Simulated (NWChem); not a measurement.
AlBr2F; SMILES [F][Al]([Br])[Br]

All runs: NWChem. The geometry was optimised at PBE0/def2-SVP.

### Question
Among these, which level gives the highest value of “dipole (D)”?
A. PBE0/def2-SVPD
B. PBE0/def2-SVP
C. PBE0/def2-QZVP
D. PBE0/def2-TZVP

### Answer
A, PBE0/def2-SVPD. Values: PBE0/def2-SVP 0.67; PBE0/def2-TZVP 0.74; PBE0/def2-QZVP 0.75; PBE0/def2-SVPD 0.84
